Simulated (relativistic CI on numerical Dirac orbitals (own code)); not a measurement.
Spin-allowed bands of a d8 ion in an octahedral site, by hand

Problem. Take Δ = 13110 cm⁻¹ and B = 690 cm⁻¹ for a d8 ion in an octahedral site. Calculate the three spin-allowed bands.

Working.
1. The terms of highest spin are 3F (energy 0) and 3P (15B = 10350 cm⁻¹). Here the F term splits into A2 at −1.2Δ = -15732, T2 at −0.2Δ = -2622 and T1 at +0.6Δ = 7866 cm⁻¹.
2. The two T1 states mix through the element 0.4Δ: H = [[7866, 5244], [5244, 10350]], with roots ½(H₁₁ + H₂₂) ∓ ½√[(H₂₂ − H₁₁)² + 4H₁₂²] = ½(18216) ∓ ½(10778) = 3719 and 14497 cm⁻¹.
3. The ground term is 3A2 at -15732 cm⁻¹.
4. Bands: 3T2 13110 cm⁻¹ (763 nm), 3T1(F) 19451 cm⁻¹ (514 nm), 3T1(P) 30229 cm⁻¹ (331 nm).

Check. Exact diagonalisation of the whole d8 shell with these parameters gives 3T2 13110, 3T1 19451, 3T1 30229 cm⁻¹. The match is exact, since without spin-orbit coupling no other term has this spin. The ratio of the second band to the first, 1.484, depends on Δ/B = 19.0 alone, which is how a Tanabe-Sugano diagram is read.
